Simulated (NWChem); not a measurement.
System: C5H5FSi; SMILES C#C[Si](C)(F)C#C

NWChem input:

```
start job
memory heap 200 mb stack 900 mb global 1100 mb
geometry units angstroms noautoz
  C      1.397558    -0.106536    -2.483346
  C      0.708719    -0.017110    -1.487405
  Si    -0.343229     0.071897     0.000000
  C     -1.639937    -1.268332     0.000000
  F     -1.073553     1.515343     0.000000
  C      0.708719    -0.017110     1.487405
  C      1.397558    -0.106536     2.483346
  H      2.006284    -0.175292    -3.358186
  H     -2.276701    -1.190995    -0.888123
  H     -2.276701    -1.190995     0.888123
  H     -1.173188    -2.259653     0.000000
  H      2.006284    -0.175292     3.358186
end
basis spherical
  * library def2-svp
end
dft
  xc m06-2x
  iterations 150
  mulliken
end
task dft energy
```

Geometry: optimised at B3LYP/6-31G* (spherical d).

Q: What results follow from this input? (M06-2X/def2-SVP.) Quantities: energy (Ha); highest occupied level (eV); orbital gap (eV); dipole (D).

A: 
```
Quantity                       Value
---------------------------  -------
energy (Ha)                  -582.39
highest occupied level (eV)    -9.51
orbital gap (eV)                9.70
dipole (D)                      2.07
```
